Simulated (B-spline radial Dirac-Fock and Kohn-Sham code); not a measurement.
**Radiative decay of the 3p3/2 hole in Tc⁶⁺**

System: Tc⁶⁺ in the configuration [Kr] 4d1.

Input file task.json (cfg lists n, l and occupation; rrms is the nuclear radius in fm):

```json
{"items": [{
  "Z": 43,
  "q": 6,
  "cfg": [[1, 0, 2], [2, 0, 2], [2, 1, 6], [3, 0, 2], [3, 1, 6], [3, 2, 10], [4, 0, 2], [4, 1, 6], [4, 2, 1]],
  "A": 97,
  "rrms": 4.4112,
  "do": ["binding", "quiet", "decay"],
  "holes": ["K", "L1", "L2", "L3", "M1", "M2", "M3", "M4", "M5", "N1", "N2", "N3"]
}]}
```

Run with: `python xray_run.py task.json out`

Method: a relativistic independent-particle model: LDA orbitals of the hole state, radiative multipoles to third order, Auger rates from the Coulomb interaction with a continuum orbital, Dirac-Fock energies. Computed with a radial atomic solver.

```
 line  multipole  energy (eV)  width (meV)  share (%)
M3-M4         E1        173.1       0.0359       5.79
M3-M5         E1        176.7        0.348       56.1
M3-N1         E1        363.7        0.190       30.7
M3-N4         E1        444.6      0.00485      0.782
   Mγ         E1        445.0       0.0410       6.61
```

The listed lines hold 100.0 % of the radiative rate. The radiative width is 0.000620 eV in the length form and 0.000542 eV in the velocity form; the two differ because the transition energies are not eigenvalue differences of the potential that gave the orbitals.
